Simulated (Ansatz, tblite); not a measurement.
Forces on the cluster Fe₃S₄ at its r2SCAN-D4/def2-SVP geometry. Total charge 0; singlet.

The xTB rows come from tblite. Another isomer (singlet) lies 0.83 eV lower at PBE0-D4/def2-TZVP; other spin states weren't run for this one.

GFN1-xTB (tblite), largest force 2.07 eV/Å:

```xyz
7
positions Å, forces eV/Å
Fe   -0.571   -0.801    0.324   -1.714   -1.125    0.274
Fe   -0.124    1.216   -0.928   -0.587    0.436    0.111
Fe    1.450   -0.030    0.124    1.748    1.061    0.043
S     0.464   -0.776   -1.590   -0.061    0.380    0.658
S    -0.815   -2.582    1.136    0.013    0.667   -0.262
S     1.274    2.021    0.447    0.003   -0.998   -0.401
S    -1.678    0.952    0.486    0.598   -0.422   -0.423
```

GFN2-xTB (tblite), largest force 2.37 eV/Å:

```
Fe -1.594 -0.880 0.252
Fe -1.133 1.007 -1.121
Fe 2.204 0.314 0.813
S -0.083 0.391 0.268
S 0.096 0.013 0.010
S 0.289 -0.670 -0.128
S 0.221 -0.175 -0.094
```

PBE-D4/def2-TZVP (Ansatz), largest force 0.81 eV/Å:

```
Fe -0.479 -0.432 0.024
Fe -0.140 0.443 -0.534
Fe 0.809 0.088 0.038
S -0.125 0.276 0.371
S -0.103 -0.268 0.128
S -0.104 -0.124 -0.015
S 0.142 0.018 -0.013
```
